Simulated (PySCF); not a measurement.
Calculated NMR parameters of C=C[Si](Cl)(Cl)OC

```
Formula                               : C3H6Cl2OSi
SMILES                                : C=C[Si](Cl)(Cl)OC
InChI                                 : InChI=1S/C3H6Cl2OSi/c1-3-7(4,5)6-2/h3H,1H2,2H3
Point group of the computed structure : C1
Degrees of unsaturation               : 1
Carbon signals                        : 3
Proton signals                        : 4
```

Molfile (atoms numbered from 1):
```
C3H6Cl2OSi
     RDKit          3D

 13 12  0  0  0  0  0  0  0  0999 V2000
    1.8921   -0.8528    0.2152 C   0  0  0  0  0  0  0  0  0  0  0  0
    1.5689    0.4308    0.1466 C   0  0  0  0  0  0  0  0  0  0  0  0
    0.0506    1.1023   -0.7510 Si  0  0  0  0  0  4  0  0  0  0  0  0
    0.5096    1.7723   -2.5830 Cl  0  0  0  0  0  0  0  0  0  0  0  0
   -0.7529    2.5682    0.4009 Cl  0  0  0  0  0  0  0  0  0  0  0  0
   -1.0737   -0.0166   -1.0753 O   0  0  0  0  0  0  0  0  0  0  0  0
   -1.9475   -0.6991   -0.2130 C   0  0  0  0  0  0  0  0  0  0  0  0
    2.7736   -1.1971    0.7329 H   0  0  0  0  0  0  0  0  0  0  0  0
    1.2903   -1.6155   -0.2520 H   0  0  0  0  0  0  0  0  0  0  0  0
    2.2194    1.1486    0.6305 H   0  0  0  0  0  0  0  0  0  0  0  0
   -2.6622   -1.2387   -0.8333 H   0  0  0  0  0  0  0  0  0  0  0  0
   -1.3948   -1.4052    0.4092 H   0  0  0  0  0  0  0  0  0  0  0  0
   -2.4778    0.0033    0.4322 H   0  0  0  0  0  0  0  0  0  0  0  0
  1  2  2  0
  2  3  1  0
  3  4  1  0
  3  5  1  0
  3  6  1  0
  6  7  1  0
  1  8  1  0
  1  9  1  0
  2 10  1  0
  7 11  1  0
  7 12  1  0
  7 13  1  0
M  END
```

Theory: σ from GIAO-PBE0/pcSseg-1, geometry: GFN2-xTB, in PySCF 2.14 (no relativistic terms, no solvent model, rapidly exchanging positions averaged, one conformer).

Shifts are taken against calculated references (same method and geometry level): TMS for ¹H, ¹³C, ²⁹Si; ¹⁷O vs H2O.

```tsv
carbon	δC, type	δH (multiplicity)	HMBC from (2–3 bonds)	span of the C tensor (ppm)
C1	142.7, CH2	H8 6.47 (m); H9 6.14 (m)	H10	251
C2	142.7, CH	6.11 (m)	H8, H9	229
C7	53.7, CH3	3.93 (s)	–	79
```

Other nuclei:
```json
{"atoms": "Si3", "nucleus": "²⁹Si", "environment": "silicon bonded to C, 2 Cl, O", "δ (ppm)": "-14.2", "σ (ppm)": "363.4"}
{"atoms": "O6", "nucleus": "¹⁷O", "environment": "oxygen bonded to C, Si", "δ (ppm)": "49.0", "σ (ppm)": "287.0"}
```

Carbon types of the structure: 1 × CH, 1 × CH2, 1 × CH3, which accounts for all hydrogens. δC 142.7: terminal =CH2 carbon; an sp2 carbon of a C=C bond. δC 142.7: alkene CH; the olefinic region. δH 6.47, 6.14: hydrogen on a terminal =CH2 carbon; a vinylic proton, deshielded by the sp2 carbon and the C=C anisotropy. δH 6.11: hydrogen on an alkene CH; a vinylic proton, deshielded by the sp2 carbon and the C=C anisotropy. δH 3.93: hydrogen on a methyl carbon bonded to O; its carbon carries O, hence the downfield position.

Shifts are as computed. Against solution values, carbons near 30 ppm lie about +3 ppm off and those near 130 ppm about +5 ppm. Of 1211 compounds with measured shifts, 218 miss one by over three times the rms of a fit or turn the order of signals round; such compounds aren't used in these exercises. Experimental scales use liquid or dissolved standards, which lie at an offset from isolated H2O (liquid H2O: subtract about 36 ppm). No couplings were computed; multiplicities are counted from neighbouring protons, with m where these are inequivalent, close in shift, in a saturated or five-membered ring or joined by F or P, and br s for small geminal =CH2 splittings.
